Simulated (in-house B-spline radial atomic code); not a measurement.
Atomic self-consistent-field run: neutral scandium. Computed with a radial B-spline atomic code at the basis-set limit: non-relativistic PBEsol, spin-polarised, spherical fractional occupations, point nucleus.

Command:
```bash
python run_scf.py task.json out
```
Settings:
```
Z                21
configuration    [Ar] 3d1 4s2
hamiltonian      nr
method           pbesol
spin_polarised   True
```

Output (hartree, bohr):
```
 radial grid: 56 intervals, B-splines of order 8, outer radius 50 bohr

 iter        energy (Eh)    residual
    1        -756.762531    2.69e-01
    2        -757.936190    1.87e-01
    3        -759.423226    3.04e-02
    4        -759.488451    9.77e-03
    5        -759.490245    2.03e-03
    6        -759.490528    1.77e-03
    7        -759.490665    2.29e-04
    8        -759.490668    3.25e-05
    9        -759.490668    2.22e-06
   10        -759.490668    1.42e-07

 total energy                      -759.49067
 kinetic                             758.6706
 electron-nucleus                  -1799.0249
 Hartree                             318.6035
 exchange-correlation                -37.7398

 orbital      occ     eigenvalue          <r>       <r^2>       <1/r>     <1/r^2>       r_max
 1s up      1.000      -160.4150    0.0736589  0.00728288     20.5138     848.337      0.0484
 1s down    1.000      -160.4152    0.0736589  0.00728288     20.5138     848.336      0.0484
 2s up      1.000       -17.2328     0.346523    0.142034     4.24427     74.1536      0.2862
 2s down    1.000       -17.2245      0.34639    0.141916      4.2459     74.2061      0.2861
 2p up      3.000       -14.2373      0.30889    0.117824     4.17908     24.1468      0.2333
 2p down    3.000       -14.2309     0.308737    0.117694     4.18061     24.1615      0.2333
 3s up      1.000        -2.0056      1.08286     1.35327     1.29356     10.3012      0.9328
 3s down    1.000        -1.9771      1.08242     1.35223     1.29391     10.3031      0.9326
 3p up      3.000        -1.2439      1.17162     1.61907     1.16958     3.06537      0.9703
 3p down    3.000        -1.2152      1.17137       1.619      1.1699     3.06617      0.9699
 3d up      1.000        -0.1351      1.81659     4.50023    0.773284    0.859076       1.094
 4s up      1.000        -0.1573      3.68997     15.6427     0.35122    0.864797       3.101
 4s down    1.000        -0.1469      3.78735     16.4903    0.340571    0.796115       3.181
```

Cost of the run: 0.18 s on 1 thread of Arm Neoverse V1 (shared host).
